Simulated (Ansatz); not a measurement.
Frontier orbitals of Cl₃F₂Nb, SMILES `[F][Nb]([F])([Cl])([Cl])[Cl]`.

The species carries charge 0 and has multiplicity 1. Correlated methods include outer-core shells of Nb, which these sets cover unevenly. Nb: def2 effective core potential. Geometry: relaxed with PBE0-D4/def2-TZVP. Basis def2-TZVPP, Ansatz.

| functional | HOMO (eV) | LUMO (eV) |
| --- | --- | --- |
| B97M-V | -8.70 | -4.91 |

(1) Give HOMO and LUMO (eV) with LDA (SPW92), PBE, revPBE, BLYP, r2SCAN, PBE0, B3LYP, r2SCANh, r2SCAN0, HSE06 (plane-wave form), BHLYP, CAM-B3LYP, LC-ωPBE, ωB97X-V, ωB97M-V, HF. (Best estimate.)

Answers

(1) Computed: 
```csv
functional,HOMO,LUMO
LDA (SPW92),-8.40,-5.11
PBE,-8.23,-4.90
revPBE,-8.16,-4.82
BLYP,-8.06,-4.77
r2SCAN,-8.62,-4.95
PBE0,-9.62,-4.35
B3LYP,-9.34,-4.51
r2SCANh,-9.12,-4.73
r2SCAN0,-9.88,-4.37
HSE06 (plane-wave form),-9.22,-4.72
BHLYP,-10.85,-3.58
CAM-B3LYP,-10.93,-3.36
LC-ωPBE,-12.31,-2.33
ωB97X-V,-11.94,-2.36
ωB97M-V,-11.77,-2.35
HF,-12.83,-1.08
```

B3LYP here is the variant with VWN-RPA as its local correlation; programs differ in this. LC-ωPBE has ω = 0.4 bohr⁻¹.
